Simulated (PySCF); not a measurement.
Compound: C5H9NO.
InChI=1S/C5H9NO/c1-5(2)3-7-4-6/h4,6H,1,3H2,2H3/b6-4+

Torsions of this conformer, `[H]/[N:7]=[CH:6]/[O:5][CH2:4][C:2](=[CH2:1])[CH3:3]`: C1–C2–C4–O5 -126°, C2–C4–O5–C6 -179°, C4–O5–C6–N7 0°.

The closed-shell ground state was solved at several levels (PySCF, density fitting, gas phase, non-relativistic). One conformer (not necessarily the lowest) at the PBE0-D3(BJ)/def2-SVP geometry, without solvent, vibrations or thermal averaging.

| level | basis functions | total energy (Eh) | HOMO (eV) | LUMO (eV) | gap (eV) | dipole (D) |
| --- | --- | --- | --- | --- | --- | --- |
| B3LYP/pcJ-1 | 279 | -325.9085 | -7.10 | 0.02 | 7.12 | 1.08 |
| CAM-B3LYP/def2-SVPD | 215 | -325.5074 | -8.70 | 1.25 | 9.95 | 1.09 |
| PBE0/pcSseg-1 | 164 | -325.4691 | -7.33 | 0.24 | 7.57 | 1.10 |

(1) Estimate the row for KT3/pcSseg-1, a basis of 164 functions; the other rows only guide the guess.

(2) Over all these levels, which gives the widest orbital gap and which the narrowest?

(3) How far do the dipole and the HOMO energy spread over the levels?

## Answers

(1) Total energy -330.8377 Eh, HOMO -6.21 eV, LUMO -0.78 eV, gap 5.43 eV, dipole 0.98 D.

(2) CAM-B3LYP/def2-SVPD (range-separated hybrid) has the widest, 9.95 eV, and KT3/pcSseg-1 (GGA) the narrowest, 5.43 eV. Functional and basis both differ between the two, so the spread mixes both effects.

(3) The dipole runs from 0.98 to 1.10 D (mean 1.06 D) and the HOMO from -8.70 to -6.21 eV.
